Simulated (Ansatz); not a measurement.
Worked example: the enthalpy of C2H6 + ICl → CH3I + CH3Cl

Species: C2H6 (ethane) `CC`, singlet; ICl (iodine monochloride), singlet; CH3I (methyl iodide) `CI`, singlet; CH3Cl `CCl`, singlet. The partners trade CH3 for I: C–CH3 and Cl–I bonds give way to C–I and Cl–CH3.

Shapes, held fixed at every level: PBE0-D4/def2-TZVP. Programs: Ansatz 0.2.0. The zero-point and thermal terms to 298 K, harmonic and unscaled (PBE0-D4/def2-TZVP), stand in the table.

At B3LYP-D4/def2-TZVPP; 1 Eh = 2625.50 kJ/mol:

```
species  energy (Eh)  H(298 K) − E (kJ/mol)  tabulated ΔfH (kJ/mol)
   C2H6   -79.870510                  207.7                   -83.8
    ICl  -758.030658                   11.9                   +17.4
   CH3I  -337.738649                  107.0                   +15.0
  CH3Cl  -500.161638                  109.7                   -82.6
```

**Question.** Work out the reaction enthalpy at 298 K from the calculation and from the table of heats.

**Answer.** 
1. Electronic: (-337.738649) + (-500.161638) − [(-79.870510) + (-758.030658)] = 0.000881 Eh = +2.3 kJ/mol.
2. Zero-point and thermal: (107.0) + (109.7) − [(207.7) + (11.9)] = -2.9 kJ/mol.
3. Computed ΔH = -0.6 kJ/mol.
4. From the heats of formation (Active Thermochemical Tables): (15.0) + (-82.6) − [(-83.8) + (17.4)] = -1.2 kJ/mol.
5. Computed less tabulated: +0.6 kJ/mol. Tabulated heats carry uncertainties of their own.

For atoms past krypton def2 sets carry core potentials with scalar relativity.
